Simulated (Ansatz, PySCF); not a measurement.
This Ansatz (a quantum-chemistry and plane-wave program) input computes a BLYP/def2-TZVPD energy:

Ansatz 0.2 input:
```yaml
crystal:
  periodic: [false, false, false]
  atoms:
    - {symbol: Si, position_ang: [0.97108021, -0.58087265, 0.01833942]}
    - {symbol: S, position_ang: [-0.75787112, 0.54665389, -0.01125239]}
    - {symbol: H, position_ang: [-1.46918503, -0.61424516, -0.07671353]}
basis:
  gaussian:
    orbitals: def2-TZVPD
hamiltonian:
  xc: {name: BLYP}
total_charge: 1
output: {forces: true}
```

**Question.** Write an input for the same energy in PySCF and say what it gives.

**Answer.** 
```python
from pyscf import gto, scf, dft

mol = gto.M(
    atom='''
    Si    0.97108021   -0.58087265    0.01833942
    S    -0.75787112    0.54665389   -0.01125239
    H    -1.46918503   -0.61424516   -0.07671353
    ''',
    basis='def2-tzvpd',
    charge=1,
    spin=0,
    verbose=4,
)

mf = dft.RKS(mol, xc='blyp').density_fit(auxbasis='def2-universal-jkfit')
mf.grids.level = 3
mf.conv_tol = 1e-9
mf.max_cycle = 100
mf.max_memory = 1500
mf.kernel()
if not mf.converged:
    mf = mf.newton()
    mf.kernel(mf.make_rdm1())
mf.analyze()
```
It gives -688.00069 Eh, and Ansatz -688.00064 Eh, a difference of 0.05 mEh, from the treatment of integrals and grids.

It need not be the lowest isomer of its formula.
